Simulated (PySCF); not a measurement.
Choosing a molecule for a target property.

Species are written as SMILES; each is one conformer at its optimised geometry, gas phase, non-relativistic unless stated; the electronic structure was computed with PySCF and density fitting.

The conformers computed, where there is a choice (atom-mapped SMILES and torsion angles):
- `[N:1]#[C:2][SiH:3][CH2:4][SiH3:5]`: C2–Si3–C4–Si5 -74°
- `[F:1][C:2]([F:3])([F:4])[O:5][C:6]1[CH2:7][CH2:8]1`: F1–C2–O5–C6 -169°, C2–O5–C6–C7 -134°
- `[H]\[C:1]=[CH:2]/[CH:3]=[N:4]\[CH:5]=[CH:6]\[C:7]#[N:8]`: C1–C2–C3–N4 174°, C3–N4–C5–C6 -65°
- `[N:1]#[C:2][Si:3]1[SiH2:4][SiH:5]([PH2:6])[SiH2:7]1`: H–P6–Si5–Si4 40°, H–P6–Si5–Si4 -52°

**Question.** Wanted: isotropic g value above 2.0031 (unrestricted B3LYP/pcH-1, mean-field spin–orbit) and smallest rotational constant above 0.6 GHz (GFN2-xTB), at GFN2-xTB geometries. Which candidate meets both?
A. `N#C[Si]1[SiH2][SiH](P)[SiH2]1` [radical]
B. `[C]1(CC1)OC(F)(F)F` [radical]
C. `N#C[SiH]C[SiH3]` [radical]
D. `[H]\[C]=C/C=N\C=C\C#N` [radical]

**Answer.** B. Computed values:
```csv
species,isotropic g value,smallest rotational constant
[H]\[C]=C/C=N\C=C\C#N [radical],2.00227,0.818 GHz
N#C[SiH]C[SiH3] [radical],2.00304,1.301 GHz
[C]1(CC1)OC(F)(F)F [radical],2.00314,1.365 GHz
N#C[Si]1[SiH2][SiH](P)[SiH2]1 [radical],2.00463,0.470 GHz
```
